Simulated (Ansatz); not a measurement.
Compare A (`[NH2][Sn][O][SiH3]`) with its isomer B (`[OH][SnH]1[NH][SiH2]1`).

Program: Ansatz. Geometries: PBE0-D4/def2-TZVP. ΔE: electronic, gas phase. CBS: MP2 limit from def2 TZ/QZ plus the TZ coupled-cluster correction, frozen cores. Functionals use def2-TZVPP. B3LYP here is the variant with VWN-RPA as its local correlation; programs differ in this. def2 core potentials past Kr. For Sn outer-core shells are correlated without core-valence functions, which leaves a few kJ/mol of doubt a bond. One conformer a species, not always the lowest.

Task: Which isomer does CCSD(T)/CBS put lower? Give the gap. (Estimate.)

Result: The calculation gave: A, by 234.9 kJ/mol.

Task: Give E(B) − E(A) in kJ/mol with B3LYP, ωB97M-V, MP2/def2-TZVPP, B2PLYP, CCSD(T)/def2-TZVPP, HF/def2-TZVPP, PBE0-D4. (Estimate.)

Result: Computed: B3LYP 255.4, ωB97M-V 239.6, MP2/def2-TZVPP 241.2, B2PLYP 251.6, CCSD(T)/def2-TZVPP 236.1, HF/def2-TZVPP 273.9, PBE0-D4 224.8. None reverses the order clearly.

Task: Does the order hold for the free energy at 298.15 K (harmonic terms from PBE0-D4)? (An estimate is asked.)

Result: Ansatz gave: Yes: G(B) − G(A) = +234.8 kJ/mol, for one conformer each. Modes under 60 cm⁻¹, often nearly free rotors, make the harmonic entropy too high.

Largest T1 diagnostic: 0.016.

At CCSD(T), def2-SVP lies +10.6 kJ/mol from the extrapolated value and def2-TZVPP +1.2 kJ/mol. In def2-TZVPP, CCSD(T) changes the Hartree–Fock value by −37.8 kJ/mol (the triples alone add −7.7 kJ/mol) and MP2 by −32.7 kJ/mol.
